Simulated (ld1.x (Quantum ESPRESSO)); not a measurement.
## Cutoff test, niobium, TM

ld1.x (Quantum ESPRESSO) 7.5 input, shortened:

```
&input
   title='Nb', zed=41., rel=1, dft='PZ', iswitch=3,
   config='[Kr] 4d4 5s0.5 5p0'
 /
 &inputp
   pseudotype=2, tm=.true., lloc=0,
   nlcc=.false.
 /
3
5P  2  1   0.00   0.00  3.05  3.05  0.0
4D  3  2   4.00   0.00  2.25  2.25  0.0
5S  1  0   0.50   0.00  2.15  2.15  0.0
 &test
   configts(1)='4d4 5s0.5 5p0'
 /
```

The pseudo-atom Hamiltonian at the reference potential is diagonalised in spherical Bessel functions j_l(qr) that vanish at 20 bohr, with q² up to the cutoff. All-electron valence levels (Ry): 5p -0.2563, 4d -0.4592, 5s -0.5066.

**Question.** How do the lowest levels (Ry) of each channel move with the cutoff, and are there ghosts?

**Answer.**

```csv
cutoff (Ry),p #1,p #2,d #1,d #2,s #1,s #2,f #1,f #2,Σ f·Δε (mRy)
8,-0.2554,-0.0381,-0.1427,-0.0071,-0.4721,-0.0837,0.0278,0.1310,1282.9
12,-0.2561,-0.0382,-0.2437,-0.0242,-0.4946,-0.0890,0.0278,0.1310,867.8
18,-0.2562,-0.0382,-0.4011,-0.0356,-0.5052,-0.0926,0.0278,0.1310,233.0
30,-0.2562,-0.0382,-0.4569,-0.0380,-0.5057,-0.0927,0.0278,0.1310,9.5
40,-0.2563,-0.0382,-0.4591,-0.0381,-0.5059,-0.0928,0.0278,0.1310,0.6
50,-0.2563,-0.0382,-0.4591,-0.0381,-0.5063,-0.0929,0.0278,0.1310,0.3
400,-0.2563,-0.0382,-0.4592,-0.0381,-0.5065,-0.0929,0.0278,0.1310,0.0
```

Result: no extra level below or beside the all-electron valence levels (p, d, s, f tested); 10 mRy is reached at 30 Ry and 1 mRy at 40 Ry.
